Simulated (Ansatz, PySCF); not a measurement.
CH4N (SMILES [CH2]N), doublet, geometry from GFN2-xTB. Base run: PySCF with R2SCAN/cc-pVDZ.

The PySCF input:
```python
from pyscf import gto, scf, dft

mol = gto.M(
    atom='''
C    -0.713838    0.053408   -0.146238
N     0.642680   -0.048026    0.156291
H    -1.303789   -0.827503    0.021658
H    -1.165170    1.013496    0.017364
H     1.189671    0.752329   -0.129768
H     1.063558   -0.922583   -0.125860
''',
    basis='cc-pvdz',
    charge=0,
    spin=1,
    verbose=4,
)

mf = dft.UKS(mol)
mf.xc = 'r2scan'
mf.kernel()
```

The same geometry, method and basis name were run in Ansatz (a first-principles code) and PySCF, at each program's defaults and at the settings that a row names. The base is PySCF at its defaults. Differences at the defaults can come from grids, fitting, cores and function types together.

| code and settings | ΔE vs base (µEh) | basis functions | E (Eh) | SCF cycles | dipole (D) |
|---|---|---|---|---|---|
| PySCF, defaults (exact integrals, its default grid, spherical functions) | 0.0 | 48 | -95.14566 | 10 | 1.20 |
| Ansatz, defaults (factorised integrals, its default grid, spherical functions) | 6.6 | 48 | -95.14566 | - | - |
| PySCF, density fitting with def2-universal-jkfit | -46.5 | 48 | -95.14571 | 10 | 1.20 |
| PySCF, fine grid | 7.7 | 48 | -95.14565 | 10 | 1.20 |
| Ansatz, high accuracy | 8.0 | 48 | -95.14565 | - | - |

Open shells are given as the SCF converged; they aren't shown to be the lowest states, and a large step between rows can be another state.
